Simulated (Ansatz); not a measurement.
Calculated with Ansatz (gas phase, PBE0-D4/def2-TZVP geometries, no zero-point term in ΔE). CBS: MP2 limit from def2 TZ/QZ plus the TZ coupled-cluster correction, frozen cores. This one scheme is used for every species, atoms too. Open shells (•) are unrestricted, without spin–orbit coupling. Spin–orbit coupling would lower the free atoms: a little for B, C, F, O, Si.

Consider the atomization: `FC1([SiH3])BO1` → B• + C• + F• + 4 H• + O• + Si•.

```json
{"species": "`FC1([SiH3])BO1`", "CCSD(T)/def2-TZVPP energy (Eh)": "-529.12072"}
{"species": "B•", "CCSD(T)/def2-TZVPP energy (Eh)": "-24.59791"}
{"species": "C•", "CCSD(T)/def2-TZVPP energy (Eh)": "-37.78103"}
{"species": "F•", "CCSD(T)/def2-TZVPP energy (Eh)": "-99.62506"}
{"species": "H•", "CCSD(T)/def2-TZVPP energy (Eh)": "-0.49981"}
{"species": "O•", "CCSD(T)/def2-TZVPP energy (Eh)": "-74.97674"}
{"species": "Si•", "CCSD(T)/def2-TZVPP energy (Eh)": "-288.92770"}
```

Q: Work out ΔE.

A: ΔE = 4 × (-0.49981) + (-24.59791) + (-37.78103) + (-99.62506) + (-74.97674) + (-288.92770) − (-529.12072) = 1.21304 Eh = +33.01 eV. CCSD(T)/CBS gives +33.96 eV.

Q: What do rigid-rotor, harmonic-oscillator terms from PBE0-D4/def2-TZVP frequencies (298.15 K, 1 bar) make of the CCSD(T)/CBS value? (Estimate.)

A: Computed: ΔZPE = -1.34 eV, ΔH = +33.00 eV, ΔS = 939 J/(mol·K), ΔG = +30.10 eV. Open shells count their whole term as degenerate.

Largest T1 diagnostic among the species: 0.016.

From BLYP to BHLYP (50 % exact exchange), in def2-TZVPP and without D4, ΔE moves by −1.26 eV: exact exchange takes away binding that semilocal exchange gives to molecules. In def2-TZVPP, CCSD(T) changes the Hartree–Fock value by +8.72 eV (the triples alone add +0.62 eV) and MP2 by +9.65 eV; breaking electron pairs costs correlation energy, which Hartree–Fock lacks.

For atomizations the MP2-based limit and the directly extrapolated one differ by several kJ/mol either way, and by 10 to 25 for some Ge, Se and Sn compounds, so smaller differences from it don't rank the levels.
